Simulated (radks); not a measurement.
The numbers below are computed, except where a source is named.
Valence configurations of Cs (all share [Xe]). Code: a radial shooting solver on a logarithmic mesh with Libxc functionals. Model: Dirac Kohn-Sham, PBE, spin-unpolarised, spherical densities, point nucleus; open shells are shared between the two j in proportion to 2j + 1. Energies are relative to 6s1; eigenvalues in eV.

valence      E (eV)  e(4f5/2)  e(4f7/2)  e(5d3/2)  e(5d5/2)  e(6p1/2)
6s1           0.000         -         -         -         -         -
6p1           1.368         -         -         -         -    -1.344
4f1           2.951    -0.434    -0.434         -         -         -
5d1           1.672         -         -    -0.597    -0.564         -
4f0.5 6p0.5   2.116    -0.278    -0.278         -         -    -1.980

NIST lists [Xe] 6s1 as the ground configuration; this level of theory agrees among the configurations tried. The energies are those of spherical spin-averaged densities, not of single terms.
